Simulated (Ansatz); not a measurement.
C₂H₄BFO, SMILES `CC1(F)BO1`, relaxed with RKS PBE0-D4/def2-TZVP in Ansatz from a PBE-D4/def2-SVP geometry. The force threshold is 0.005 eV/Å; the program also tests the step.

The species carries charge 0 and has multiplicity 1.

Start:

```xyz
9

C     0.401    0.219    1.077
C    -0.069    0.308   -0.344
F     0.114    1.571   -0.845
B    -0.818   -0.702   -1.210
O     0.529   -0.710   -1.267
H     0.294   -0.810    1.467
H    -0.198    0.901    1.712
H     1.466    0.525    1.145
H    -1.720   -1.303   -1.734
```

(1) How much energy does the relaxation release, and in how many steps? (Best estimate.)

(2) Which bonds change most? (Best estimate.)

(3) Give the relaxed structure. (Best estimate.)

Answers

(1) The calculation gave: 3.97 kJ/mol, in 6 steps.

(2) Computed: C2–O5 from 1.499 to 1.464 Å; B4–H9 from 1.204 to 1.183 Å; C1–H7 from 1.108 to 1.091 Å; C1–H8 from 1.110 to 1.093 Å.

(3) Computed: 
```xyz
9

C     0.399    0.217    1.068
C    -0.061    0.298   -0.345
F     0.118    1.555   -0.840
B    -0.815   -0.697   -1.196
O     0.521   -0.694   -1.251
H     0.296   -0.799    1.448
H    -0.201    0.885    1.688
H     1.447    0.521    1.139
H    -1.702   -1.286   -1.711
```
